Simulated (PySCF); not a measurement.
C6H12ClFO.
SMILES with atom numbers: `[CH3:1][C@@H:2]([F:3])[CH2:4][CH2:5][C@H:6]([Cl:7])[CH2:8][OH:9]` (hydrogens: H10, H11, H12 on C1; H13 on C2; H14, H15 on C4; H16, H17 on C5; H18 on C6; H19, H20 on C8; H21 on O9)

The same species was optimised twice, with GFN2-xTB and with PBE0-D3(BJ)/def2-SVP (PySCF), and the same property calculations (PySCF, gas phase) were run on both structures.

```csv
coordinate,GFN2-xTB,PBE0-D3(BJ)/def2-SVP,change
C6–Cl7 (Å),1.803,1.820,+0.017
C6–C8 (Å),1.529,1.518,-0.011
C1–C2 (Å),1.521,1.509,-0.012
C2–C4 (Å),1.526,1.516,-0.010
C8–O9 (Å),1.398,1.390,-0.008
C5–C6 (Å),1.521,1.514,-0.007
C4–C5 (Å),1.531,1.523,-0.008
C2–F3 (Å),1.388,1.390,+0.002
C4–C5–C6 (°),114.1,115.8,+1.7
C1–C2–C4 (°),112.5,113.7,+1.2
C5–C6–C8 (°),112.5,113.5,+1.0
C5–C6–Cl7 (°),109.9,110.7,+0.8
C2–C4–C5 (°),113.3,113.9,+0.6
C6–C8–O9 (°),112.6,113.2,+0.6
F3–C2–C4 (°),108.4,108.6,+0.2
C1–C2–F3 (°),108.7,108.8,+0.1
C1–C2–C4–C5 (°),178,-171,+11
C2–C4–C5–C6 (°),-71,-53,+18
C4–C5–C6–Cl7 (°),-60,-54,+6
C5–C6–C8–O9 (°),-177,-178,-1
```

Rotational constants: A = 2275, B = 640.5, C = 558.9 MHz (GFN2-xTB) against A = 2295, B = 685.7, C = 612.4 MHz (PBE0-D3(BJ)/def2-SVP). Point groups within 0.08 Å: C1 and C1.

On the GFN2-xTB structure: HOMO (eV) -8.01 [PBE0/pcSseg-1]; LUMO (eV) 0.71 [PBE0/pcSseg-1]; dipole (D) 1.66 [PBE0/pcSseg-1]; GIAO shielding of C1 (ppm) 162.8 [PBE0/pcSseg-1]; GIAO shielding of C2 (ppm) 98.0 [PBE0/pcSseg-1]; GIAO shielding of F3 (ppm) 384.9 [PBE0/pcSseg-1]; GIAO shielding of C4 (ppm) 150.4 [PBE0/pcSseg-1]; GIAO shielding of C5 (ppm) 155.3 [PBE0/pcSseg-1]; GIAO shielding of C6 (ppm) 114.0 [PBE0/pcSseg-1]; GIAO shielding of Cl7 (ppm) 844.2 [PBE0/pcSseg-1]; GIAO shielding of C8 (ppm) 113.4 [PBE0/pcSseg-1].

Q: What do these properties become on the PBE0-D3(BJ)/def2-SVP structure?

A: 
| property | level | on GFN2-xTB | on PBE0-D3(BJ)/def2-SVP | change |
| --- | --- | --- | --- | --- |
| HOMO (eV) | PBE0/pcSseg-1 | -8.01 | -8.02 | -0.01 |
| LUMO (eV) | PBE0/pcSseg-1 | 0.71 | 0.64 | -0.07 |
| dipole (D) | PBE0/pcSseg-1 | 1.66 | 2.35 | +0.69 |
| energy, GFN2-xTB geometry as zero (kcal/mol) | PBE0/pcSseg-1 | 0.0 | -0.8 | -0.8 |
| GIAO shielding of C1 (ppm) | PBE0/pcSseg-1 | 162.8 | 161.4 | -1.4 |
| GIAO shielding of C2 (ppm) | PBE0/pcSseg-1 | 98.0 | 98.3 | +0.3 |
| GIAO shielding of F3 (ppm) | PBE0/pcSseg-1 | 384.9 | 389.9 | +5.0 |
| GIAO shielding of C4 (ppm) | PBE0/pcSseg-1 | 150.4 | 150.3 | -0.1 |
| GIAO shielding of C5 (ppm) | PBE0/pcSseg-1 | 155.3 | 155.5 | +0.2 |
| GIAO shielding of C6 (ppm) | PBE0/pcSseg-1 | 114.0 | 111.4 | -2.6 |
| GIAO shielding of Cl7 (ppm) | PBE0/pcSseg-1 | 844.2 | 853.6 | +9.4 |
| GIAO shielding of C8 (ppm) | PBE0/pcSseg-1 | 113.4 | 114.4 | +1.0 |

The heavy atoms differ by 0.256 Å rms after alignment. Among bonds between heavy atoms C6–Cl7 changes most (+0.017 Å). Changes are differences of the printed values. Neither structure is proved a minimum here.
